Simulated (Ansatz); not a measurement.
## Cost against result

Saddle point of SiH₃BrF₂, singlet (SiHBrF₂ ([F][SiH]([F])[Br]) + H₂ → SiH₂F₂ ([F][SiH2][F]) + HBr; bonds formed: Si1–H7, Br2–H6; bonds broken: Si1–Br2, H6–H7), PBE0-D4/def2-TZVP structure:

```
atom    x (Å)    y (Å)    z (Å)
 Si1  -0.3873   0.1733   0.2804
 Br2   0.8358  -1.9544  -0.5862
  F3  -1.5862  -0.1242  -0.6915
  F4  -0.6050   1.7200   0.6167
  H5  -0.2792  -0.4278   1.6046
  H6   1.0783  -0.1474  -0.6783
  H7   0.9435   0.7605  -0.5455
```

Barriers are electronic and count from the start structure reached by relaxing down the imaginary mode.

Computed with Ansatz 0.2.0 (basis: as named in each row); correlated methods freeze the cores. Filled d shells of the heavier atoms are correlated. The def2 sets are not built for correlating such inner shells, so the correlated values are less sure here. B3LYP uses VWN-RPA correlation. Extrapolation: Hartree–Fock as exp(−7.88 √X), correlation as X^−2.97.

Times are rough, for one single point on 4 threads of a shared host (Arm Neoverse V1).

The estimate by CCSD(T) at an estimated basis limit (MP2 extrapolated from triple and quadruple zeta, plus CCSD(T) − MP2 in triple zeta) is 2.338 eV.

```json
{"method": "HF", "basis": "STO-3G", "time (s)": "under 1", "barrier (eV)": "4.879", "method less estimate": "2.541"}
{"method": "PBE-D4", "basis": "STO-3G", "time (s)": "under 1", "barrier (eV)": "3.289", "method less estimate": "0.951"}
{"method": "SPW92", "basis": "def2-SVP", "time (s)": "under 1", "barrier (eV)": "1.555", "method less estimate": "-0.783"}
{"method": "PBE-D4", "basis": "def2-SVP", "time (s)": "under 1", "barrier (eV)": "1.898", "method less estimate": "-0.441"}
{"method": "B3LYP-D4", "basis": "6-31G", "time (s)": "under 1", "barrier (eV)": "2.542", "method less estimate": "0.203"}
{"method": "PBE0-D4", "basis": "def2-SVP", "time (s)": "1", "barrier (eV)": "2.065", "method less estimate": "-0.273"}
{"method": "SPW92", "basis": "def2-TZVPP", "time (s)": "1", "barrier (eV)": "1.575", "method less estimate": "-0.763"}
{"method": "PBE-D4", "basis": "def2-TZVPP", "time (s)": "2", "barrier (eV)": "1.936", "method less estimate": "-0.402"}
{"method": "BLYP-D4", "basis": "def2-TZVPP", "time (s)": "2", "barrier (eV)": "2.140", "method less estimate": "-0.198"}
{"method": "BHLYP-D4", "basis": "def2-TZVPP", "time (s)": "3", "barrier (eV)": "2.413", "method less estimate": "0.074"}
{"method": "PBE0-D4", "basis": "def2-TZVPP", "time (s)": "3", "barrier (eV)": "2.089", "method less estimate": "-0.249"}
{"method": "CAM-B3LYP-D4", "basis": "def2-TZVPP", "time (s)": "3", "barrier (eV)": "2.287", "method less estimate": "-0.051"}
{"method": "B3LYP-D4", "basis": "def2-TZVPP", "time (s)": "3", "barrier (eV)": "2.238", "method less estimate": "-0.101"}
{"method": "CCSD(T)", "basis": "def2-SVP", "time (s)": "4", "barrier (eV)": "2.488", "method less estimate": "0.150"}
{"method": "RPA on PBE", "basis": "def2-TZVPP", "time (s)": "4", "barrier (eV)": "2.381", "method less estimate": "0.043"}
{"method": "r2SCAN-D4", "basis": "def2-TZVPP", "time (s)": "4", "barrier (eV)": "2.078", "method less estimate": "-0.260"}
{"method": "wB97M-V", "basis": "def2-SVP", "time (s)": "4", "barrier (eV)": "2.208", "method less estimate": "-0.131"}
{"method": "B2PLYP", "basis": "def2-TZVPP", "time (s)": "4", "barrier (eV)": "2.312", "method less estimate": "-0.026"}
{"method": "PBE-QIDH", "basis": "def2-TZVPP", "time (s)": "5", "barrier (eV)": "2.252", "method less estimate": "-0.086"}
{"method": "r2SCAN0-D4", "basis": "def2-TZVPP", "time (s)": "6", "barrier (eV)": "2.175", "method less estimate": "-0.163"}
{"method": "wB97X-V", "basis": "def2-TZVPP", "time (s)": "6", "barrier (eV)": "2.317", "method less estimate": "-0.021"}
{"method": "B97M-V", "basis": "def2-TZVPP", "time (s)": "8", "barrier (eV)": "2.218", "method less estimate": "-0.121"}
{"method": "wB97M-V", "basis": "def2-TZVPP", "time (s)": "8", "barrier (eV)": "2.281", "method less estimate": "-0.057"}
{"method": "MP2", "basis": "def2-QZVPP", "time (s)": "16", "barrier (eV)": "2.354", "method less estimate": "0.015"}
{"method": "CCSD(T)", "basis": "def2-TZVPP", "time (s)": "95", "barrier (eV)": "2.368", "method less estimate": "0.030"}
```

All methods are single points on the PBE0-D4 structures.

No T1 diagnostic of these runs exceeds 0.011.

Labels in which every atom is bracketed show which atoms are joined, not bond orders.
